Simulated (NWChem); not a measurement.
System: C$_{3}$H$_{3}$ cation

Here is an NWChem input.

```
start job
memory heap 200 mb stack 900 mb global 1100 mb
charge 1
geometry units angstroms noautosym nocenter noautoz
  C      0.000000     0.000000    -1.338561
  C      0.000000     0.000000    -0.103285
  C      0.000000     0.000000     1.244730
  H      0.000000     0.000000    -2.425878
  H      0.000000     0.946802     1.807902
  H      0.000000    -0.946802     1.807902
end
basis spherical
  * library def2-svp
end
dft
  xc m06-2x
  iterations 150
end
cosmo
  dielec 78.4
end
task dft energy
```

Geometry: optimised at PBE0/def2-SVP.

Level: M06-2X/def2-SVP with COSMO at NWChem's default radii, gas-phase geometry; the question gives the dielectric constant. Reactions with the solvent are ignored.

**Question.** What results follow from this input? (M06-2X/def2-SVP, COSMO on the gas-phase geometry.) Quantities: electrostatic solvation energy (kcal/mol).

**Answer.** 
```json
{
  "electrostatic solvation energy (kcal/mol)": "-64.5"
}
```
